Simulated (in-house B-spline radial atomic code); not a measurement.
PBE excitations of Ca III (Ca2+)

Method: PBE. Computed with an all-electron radial atomic-structure program (B-spline basis): linear response of the closed shell [Ne] 3s2 3p6 with the functional's adiabatic kernel; scalar-relativistic (spin-free one-electron X2C), finite nucleus, no spin-orbit coupling, no double excitations, S, P, D and F terms only. Only terms of natural parity with L up to 3 were computed.

Command:
```bash
python run_td.py task.json out
```
Settings (radii: box in bohr, nucleus in fm):
```
Z                        20
electrons                18
configuration            [Ne] 3s2 3p6
hamiltonian              x2c
method                   pbe,pbe
box_radius               29.48
rms_radius               3.4776
intervals                74
```

Time taken, with all properties: 0.9 s on 1 thread of Arm Neoverse N1, with other jobs on the host.

The lowest states, in the order of their Tamm-Dancoff energies; the method's threshold (minus the highest occupied level) is 43.05 eV. Labels give the largest channel, * marks a mixed state, and oscillator strengths are full-response dipole values. Semilocal kernels can invert the small singlet-triplet splittings of Rydberg terms. Energies in eV:

| state | full response | Tamm-Dancoff | oscillator strength |
| --- | --- | --- | --- |
| 3p → 3d 3P | 25.077 | 25.173 | - |
| 3p → 3d 3F | 25.291 | 25.417 | - |
| 3p → 3d 1F | 27.561 | 27.574 | - |
| 3p → 4s 3P | 28.212 | 28.223 | - |
| 3p → 4s 1P | ? | ? | ? |
| 3p → 4p 3S | 31.74 | 31.76 | - |
| 3p → 4p 3D | ? | ? | - |
| 3p → 4p 1D | 32.35 | 32.35 | - |
| 3p → 4p 1S | 33.66 | 33.80 | - |
| 3p → 3d 1P | 33.45 | 34.16 | 3.05 |

Task: Where does 3p → 4p 3D lie?

Result: At 32.09 eV in full response, 32.10 eV in Tamm-Dancoff.

Task: Where does 3p → 4s 1P lie?

Result: At 28.647 eV in full response, 28.655 eV in Tamm-Dancoff, oscillator strength 0.449.

Task: How large is the singlet-triplet splitting of 3p → 3d (F terms) in Tamm-Dancoff?

Result: 2.16 eV, from the unrounded values.

Task: What polarisabilities and dispersion coefficient does the method give?

Result: Dipole 3.333 bohr³, quadrupole 7.449 bohr⁵, C6 11.06 hartree·bohr⁶ for two such species.
